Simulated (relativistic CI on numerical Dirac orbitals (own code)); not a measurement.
# Mo⁵⁺: 4s photoemission

Computed with this model: Dirac-Coulomb-Breit CI, KLI orbitals optimised for each configuration, QED by a radiative potential, multiplet model of photoemission in the sudden approximation, unscaled Slater integrals; configurations [Kr] 4d → [Ar] 3d10 4s 4p6 4d; 300 K; Lorentzian 1.4 eV and Gaussian 0.6 eV FWHM. Energies are those of the free ion, without screening or charge transfer. The energies are binding energies and can lie tens of eV above those of solids. Without intra-shell correlation the exchange splitting of an s hole comes out too large, often by half or more. S is read from ⟨S²⟩ = S(S + 1).

free ion: ground-state S = 0.50, centroid 141.68 eV. Peaks (eV, height): 140.8 (100), 144.6 (32).

Strongest unbroadened transitions for free ion:

```tsv
Energy (eV)	Relative strength
140.75	93.2
140.88	100.0
144.66	55.3
```
